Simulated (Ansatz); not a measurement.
Bond stretch in NLi, lowest triplet found (which spin is the ground state isn't settled by this scan).

Levels: UKS-PBE = unrestricted PBE/aug-cc-pVDZ (Ansatz, a quantum-chemistry and plane-wave program); UKS-PBE0 = unrestricted PBE0/aug-cc-pVDZ in Ansatz; FCI = Ansatz with full CI/aug-cc-pVDZ, frozen core.

Energies relative to the lowest point of each curve between 1.67 and 2.36 Å, where full CI is lowest, in kJ/mol; the last columns give the error against full CI:

| R / Å | UKS-PBE | UKS-PBE0 | FCI | UKS-PBE − FCI | UKS-PBE0 − FCI |
|---|---|---|---|---|---|
| 1.67 | 26.1 | 22.7 | 31.1 | -5.0 | -8.5 |
| 1.74 | 11.5 | 9.0 | 14.7 | -3.3 | -5.7 |
| 1.82 | 2.6 | 1.5 | 4.2 | -1.6 | -2.7 |
| 1.89 | 0.0 | 0.0 | 0.3 | -0.3 | -0.3 |
| 1.96 | 0.9 | 2.1 | 0.0 | 0.9 | 2.1 |
| 2.02 | 3.7 | 5.9 | 1.9 | 1.7 | 4.0 |
| 2.09 | 8.7 | 12.2 | 6.1 | 2.6 | 6.1 |
| 2.15 | 14.0 | 18.6 | 10.8 | 3.2 | 7.8 |
| 2.26 | 25.4 | 31.8 | 21.3 | 4.1 | 10.5 |
| 2.36 | 36.6 | 44.4 | 31.9 | 4.7 | 12.5 |
| 2.53 | 55.8 | 64.7 | 50.2 | 5.6 | 14.5 |
| 2.67 | 70.7 | 79.5 | 64.3 | 6.5 | 15.2 |
| 2.92 | 94.1 | 101.0 | 84.9 | 9.2 | 16.1 |
| 3.17 | 113.0 | 117.0 | 99.2 | 13.8 | 17.8 |
| 3.50 | 131.9 | 131.8 | 110.4 | 21.4 | 21.3 |
| 3.91 | 147.9 | 143.3 | 117.2 | 30.7 | 26.1 |
| 4.37 | 159.3 | 150.5 | 120.5 | 38.8 | 30.0 |
| 4.96 | 167.6 | 154.7 | 122.1 | 45.5 | 32.6 |
| 5.81 | 173.3 | 156.6 | 122.9 | 50.5 | 33.8 |
| 6.74 | 176.0 | 157.1 | 123.1 | 52.9 | 34.0 |

UKS-PBE is furthest from FCI at 6.74 (52.9 kJ/mol, above); its mean absolute error over the points is 15.1 kJ/mol.

UKS-PBE0 is furthest from FCI at 6.74 (34.0 kJ/mol, above); its mean absolute error over the points is 15.1 kJ/mol.

The scan ran from 1.44 to 6.74 Å; beyond the distances shown full CI changes its symmetry label. The unrestricted determinant behind UKS-PBE is spin-contaminated at 2.36 to 6.74 Å (<S²> up to 2.9, against 2.00 for a pure triplet). The unrestricted determinant behind UKS-PBE0 is spin-contaminated at 2.36 to 6.74 Å (<S²> up to 3.0, against 2.00 for a pure triplet).
